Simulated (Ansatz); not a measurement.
System: KCl, net charge -1, doublet state. SMILES of the parent species: [Cl][K]

Atoms: K1, Cl2. Bonds: K1-Cl2.

Bond lengths (Å) and angles (degrees) optimised at HF/6-31G* with LANL2DZ past Ar with Ansatz (an electronic-structure program); PBE/6-31G* with LANL2DZ past Ar with Ansatz; B3LYP/LANL2DZ with Ansatz; MP2/6-31G* with LANL2DZ past Ar with Ansatz, each started from the B3LYP-D3(BJ)/def2-TZVP structure (Ansatz) of the last column. A row stands for all coordinates that are equal there. 6-31G* holds six Cartesian d functions.

```csv
coordinate,HF/6-31G* with LANL2DZ past Ar,PBE/6-31G* with LANL2DZ past Ar,B3LYP/LANL2DZ,MP2/6-31G* with LANL2DZ past Ar,B3LYP-D3(BJ)/def2-TZVP
K1-Cl2,2.992,2.955,2.948,2.996,2.855
```

Mean signed difference of all 1 bond lengths from B3LYP-D3(BJ)/def2-TZVP: HF/6-31G* with LANL2DZ past Ar 0.137 Å, PBE/6-31G* with LANL2DZ past Ar 0.100 Å, B3LYP/LANL2DZ 0.093 Å, MP2/6-31G* with LANL2DZ past Ar 0.141 Å.
